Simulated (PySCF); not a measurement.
H₃Cl₃OSiTi, charge +1, doublet, geometry from GFN2-xTB (such geometries of metal compounds can be far from the true shape) (the multiplicity is a formal guess); R2SCAN/STO-3G (PySCF).

PySCF was given this input:
```python
from pyscf import gto, scf, dft

mol = gto.M(
    atom='''
Ti   -0.17507707    0.17438403    0.15741319
Cl    0.11630453    2.26937492   -0.07938371
Cl   -0.03099157   -0.17969877    2.25076625
Cl   -2.22030061   -0.16037105   -0.32312225
O     0.91778940   -0.78452048   -0.77835391
Si    1.87399804   -1.75400478   -1.64477986
H     3.18976761   -1.75947743   -0.93149287
H     2.18141537   -0.99819699   -2.89930824
H     1.19701530   -3.04473000   -1.79896425
''',
    basis='sto-3g',
    charge=1,
    spin=1,
    verbose=4,
)

mf = dft.UKS(mol)
mf.xc = 'r2scan'
mf.kernel()
mf.analyze()
```

Output, abridged:

```
PySCF version 2.14.0

[INPUT] verbose = 4
[INPUT] num. atoms = 9
[INPUT] num. electrons = 97
[INPUT] charge = 1
[INPUT] spin (= nelec alpha-beta = 2S) = 1
[INPUT] symmetry False subgroup None
[INPUT] Mole.unit = angstrom
[INPUT] Symbol           X                Y                Z      unit          X                Y                Z       unit  Magmom
[...]
nuclear repulsion = 747.723037165151
number of shells = 34
number of NR pGTOs = 186
number of NR cGTOs = 62
basis = sto-3g
ecp = {}

******** <class 'pyscf.dft.uks.UKS'> ********
method = UKS
initial guess = minao
damping factor = 0
level_shift factor = 0
DIIS = <class 'pyscf.scf.diis.CDIIS'>
diis_start_cycle = 1
diis_space = 8
diis_damp = 0
SCF conv_tol = 1e-09
SCF conv_tol_grad = None
SCF max_cycles = 50
direct_scf = True
direct_scf_tol = 1e-13
number electrons alpha = 49  beta = 48
XC library pyscf.dft.libxc version 7.1.2
    S. Lehtola, C. Steigemann, M. J. T. Oliveira, and M. A. L. Marques,  SoftwareX 7, 1–5 (2018)
XC functionals = r2scan
    J. W. Furness, A. D. Kaplan, J. Ning, J. P. Perdew, and J. Sun,  J. Phys. Chem. Lett. 11, 8208–8215 (2020)
    J. W. Furness, A. D. Kaplan, J. Ning, J. P. Perdew, and J. Sun,  J. Phys. Chem. Lett. 11, 9248–9248 (2020)
    J. W. Furness, A. D. Kaplan, J. Ning, J. P. Perdew, and J. Sun,  J. Phys. Chem. Lett. 11, 8208–8215 (2020)
    J. W. Furness, A. D. Kaplan, J. Ning, J. P. Perdew, and J. Sun,  J. Phys. Chem. Lett. 11, 9248–9248 (2020)
radial grids:
    Treutler-Ahlrichs [JCP 102, 346 (1995); DOI:10.1063/1.469408] (M4) radial grids

becke partition: Becke, JCP 88, 2547 (1988); DOI:10.1063/1.454033
pruning grids: <function nwchem_prune>
grids dens level: 3
symmetrized grids: False
atomic radii adjust function: <function treutler_atomic_radii_adjust>
small_rho_cutoff = 0
Set gradient conv threshold to 3.16228e-05
tot grids = 140232
init E= -2567.3229567658

cycle= 1 E= -2568.12958930702  delta_E= -0.807  |g|= 0.561  |ddm|= 2.82
cycle= 2 E= -2566.7820700464  delta_E= 1.35  |g|= 1.81  |ddm|= 2.73

cycle= 3 E= -2568.35021724319  delta_E= -1.57  |g|= 0.256  |ddm|= 2.25
cycle= 4 E= -2568.36711039058  delta_E= -0.0169  |g|= 0.36  |ddm|= 1.63
cycle= 5 E= -2568.43017740895  delta_E= -0.0631  |g|= 0.156  |ddm|= 0.476
cycle= 6 E= -2568.41882329359  delta_E= 0.0114  |g|= 0.176  |ddm|= 1.52
cycle= 7 E= -2568.44972500731  delta_E= -0.0309  |g|= 0.0822  |ddm|= 0.318
cycle= 8 E= -2568.45421632095  delta_E= -0.00449  |g|= 0.055  |ddm|= 0.394

[...]
SCF not converged.
Total Energy =                       -2568.458842002150504
[...]
spin_pop of  2 Cl 2s       -0.00000
spin_pop of  2 Cl 3s        0.00039
spin_pop of  2 Cl 2px       0.00001
spin_pop of  2 Cl 2py       0.00003
spin_pop of  2 Cl 2pz       0.00000
spin_pop of  2 Cl 3px       0.07799
spin_pop of  2 Cl 3py       0.15857
spin_pop of  2 Cl 3pz       0.00570
spin_pop of  3 Cl 1s        0.00000
spin_pop of  3 Cl 2s       -0.00000
spin_pop of  3 Cl 3s        0.00023
spin_pop of  3 Cl 2px       0.00000
spin_pop of  3 Cl 2py       0.00002
spin_pop of  3 Cl 2pz       0.00001
spin_pop of  3 Cl 3px       0.00719
spin_pop of  3 Cl 3py       0.10060
spin_pop of  3 Cl 3pz       0.06708
spin_pop of  4 O 1s       -0.00000
spin_pop of  4 O 2s        0.00748
spin_pop of  4 O 2px       0.08222
spin_pop of  4 O 2py       0.02934
spin_pop of  4 O 2pz       0.22515
spin_pop of  5 Si 1s       -0.00000
spin_pop of  5 Si 2s        0.00000
spin_pop of  5 Si 3s       -0.01243
spin_pop of  5 Si 2px      -0.00000
spin_pop of  5 Si 2py       0.00000
spin_pop of  5 Si 2pz      -0.00000
spin_pop of  5 Si 3px      -0.00920
spin_pop of  5 Si 3py      -0.00394
spin_pop of  5 Si 3pz       0.00994
spin_pop of  6 H 1s        0.11100
spin_pop of  7 H 1s        0.09677
spin_pop of  8 H 1s       -0.00260
 ** Mulliken Spin Density (per atom)  **
spin density of  0 Ti =     -0.09226
spin density of  1 Cl =      0.14071
spin density of  2 Cl =      0.24269
spin density of  3 Cl =      0.17512
spin density of  4 O =      0.34419
spin density of  5 Si =     -0.01563
spin density of  6 H =      0.11100
spin density of  7 H =      0.09677
spin density of  8 H =     -0.00260
 ** Mulliken pop alpha/beta on meta-lowdin orthogonal AOs **
 ** Mulliken pop       alpha | beta **
In total            49.00000 | 48.00000
 ** Mulliken atomic charges   ( Nelec_alpha | Nelec_beta ) **
charge of  0Ti =      1.01935  (    10.44420     10.53645 )
charge of  1Cl =     -0.14744  (     8.64408      8.50336 )
charge of  2Cl =     -0.09842  (     8.67056      8.42787 )
charge of  3Cl =     -0.12933  (     8.65223      8.47710 )
charge of  4O =     -0.24269  (     4.29344      3.94925 )
charge of  5Si =      0.69395  (     6.64521      6.66084 )
charge of  6H =     -0.01979  (     0.56540      0.45440 )
charge of  7H =     -0.02506  (     0.56091      0.46414 )
charge of  8H =     -0.05057  (     0.52398      0.52658 )

WARN: System has nonzero charge 1; the dipole moment is origin-dependent.
Location of origin: [0. 0. 0.]

Dipole moment(X, Y, Z, Debye):  4.62243, -4.33030, -3.55757
```

Convergence was not reached.
